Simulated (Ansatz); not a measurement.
Cost and result for the atomization energy of `O=CC(F)[SiH2]Cl` (10 atoms, 9 bonds).

Cartesian coordinates in Å:
```
O 1.793 -0.297 1.340
C 1.281 -0.830 0.394
C -0.180 -0.709 0.077
F -0.490 -1.485 -1.026
Si -0.637 1.118 -0.248
Cl -2.626 1.196 -0.716
H 1.857 -1.436 -0.337
H -0.760 -1.068 0.937
H -0.384 1.898 0.980
H 0.147 1.614 -1.400
```

Total charge 0; spin multiplicity 1. Geometry: relaxed with PBE0-D4/def2-TZVP. It is one conformer, not always the lowest. Program: Ansatz. All runs use 4 threads of an AMD EPYC 7B13 on a shared host. Times are those of one run each, without the atoms' runs, and a repeat can differ threefold. Electronic energies, without spin–orbit coupling; frozen cores. CCSD(T)/CBS adds CCSD(T) − MP2 in def2-TZVPP to the MP2 limit, and its time is that of the two runs behind it. T1 = 0.013.

CCSD(T)/CBS is a level of theory with its own doubt, some kJ/mol a heavy atom from the limit and from the frozen cores, so smaller differences don't rank the functionals.

```json
{"level": "LDA (SPW92)/def2-TZVPP", "functions": "264", "wall time": "1.5 s", "atomization (kJ/mol)": "4399.8", "difference from CCSD(T)/CBS": "624.3", "per bond": "69.4"}
{"level": "revPBE-D4/def2-TZVPP", "functions": "264", "wall time": "2.6 s", "atomization (kJ/mol)": "3777.4", "difference from CCSD(T)/CBS": "1.9", "per bond": "0.2"}
{"level": "PBE-D4/def2-TZVPP (with forces)", "functions": "264", "wall time": "2.7 s", "atomization (kJ/mol)": "3886.6", "difference from CCSD(T)/CBS": "111.1", "per bond": "12.3"}
{"level": "PBE0-D4/def2-TZVPP", "functions": "264", "wall time": "3.3 s", "atomization (kJ/mol)": "3786.0", "difference from CCSD(T)/CBS": "10.5", "per bond": "1.2"}
{"level": "BHLYP-D4/def2-TZVPP", "functions": "264", "wall time": "3.9 s", "atomization (kJ/mol)": "3620.1", "difference from CCSD(T)/CBS": "-155.4", "per bond": "-17.3"}
{"level": "r2SCAN-D4/def2-TZVPP (with forces)", "functions": "264", "wall time": "4.3 s", "atomization (kJ/mol)": "3797.4", "difference from CCSD(T)/CBS": "21.9", "per bond": "2.4"}
{"level": "CAM-B3LYP-D4/def2-TZVPP", "functions": "264", "wall time": "4.4 s", "atomization (kJ/mol)": "3784.6", "difference from CCSD(T)/CBS": "9.1", "per bond": "1.0"}
{"level": "PBE-QIDH/def2-TZVPP", "functions": "264", "wall time": "6.5 s", "atomization (kJ/mol)": "3750.0", "difference from CCSD(T)/CBS": "-25.5", "per bond": "-2.8"}
{"level": "B97M-V/def2-TZVPP", "functions": "264", "wall time": "7 s", "atomization (kJ/mol)": "3789.6", "difference from CCSD(T)/CBS": "14.1", "per bond": "1.6"}
{"level": "CCSD(T)/def2-SVP", "functions": "112", "wall time": "7 s", "atomization (kJ/mol)": "3549.3", "difference from CCSD(T)/CBS": "-226.2", "per bond": "-25.1"}
{"level": "MP2/def2-QZVPP", "functions": "488", "wall time": "25 s", "atomization (kJ/mol)": "3838.1", "difference from CCSD(T)/CBS": "62.6", "per bond": "7.0"}
{"level": "CCSD(T)/def2-TZVPP", "functions": "264", "wall time": "3.2 min", "atomization (kJ/mol)": "3664.7", "difference from CCSD(T)/CBS": "-110.8", "per bond": "-12.3"}
{"level": "CCSD(T)/CBS(def2)", "functions": "–", "wall time": "3.7 min", "atomization (kJ/mol)": "3775.5", "difference from CCSD(T)/CBS": "0.0", "per bond": "0.0"}
```

The D4 term adds +37.8 kJ/mol with B3LYP and +19.9 kJ/mol with PBE0; it sums over pairs of atoms, weighted by their polarisabilities, and B3LYP, whose exchange is more repulsive, gets the larger term. From BLYP to BHLYP (50 % exact exchange), in def2-TZVPP and without D4, the atomization energy moves by −136.5 kJ/mol: exact exchange takes away binding that semilocal exchange gives to molecules. Leaving LDA and LC-ωPBE aside and taking each functional with its dispersion term where it has one, the values spread over 266.5 kJ/mol, from BHLYP-D4 to PBE-D4. LDA lies +536.6 kJ/mol from PBE without D4, its usual overbinding.

B3LYP here is the variant with VWN-RPA as its local correlation; programs differ in this.
